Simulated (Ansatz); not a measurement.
Correlation energies of CH3Cl3OZr, SMILES `C[O][Zr]([Cl])([Cl])[Cl]` by basis set

Cartesian coordinates in Å:
```
C -0.048 0.943 -1.446
O -0.008 0.181 -0.276
Zr 0.043 -0.840 1.287
Cl -2.035 -0.655 2.351
Cl 1.749 0.000 2.654
Cl 0.476 -3.064 0.695
H -1.002 1.473 -1.509
H 0.767 1.670 -1.441
H 0.058 0.291 -2.316
```

Charge 0, multiplicity 1. Correlated methods include outer-core shells of Zr, which these sets cover unevenly. Zr takes the def2 core potential. All single points use the PBE0-D4/def2-TZVP geometry. It is one conformer, not always the lowest. Frozen core, restricted reference, the Gaussian-basis code of Ansatz.

| basis | HF (Eh) | MP2 corr. | CCSD corr. | (T) | CCSD(T) total |
| --- | --- | --- | --- | --- | --- |
| def2-SVP | -1539.30526 | -0.96477 | -1.00851 | -0.03165 | -1540.34542 |
| def2-TZVPP | -1539.92152 | -1.32067 | -1.36795 | -0.06240 | -1541.35187 |
| def2-QZVPP | -1539.96951 | -1.46021 | – | – | – |
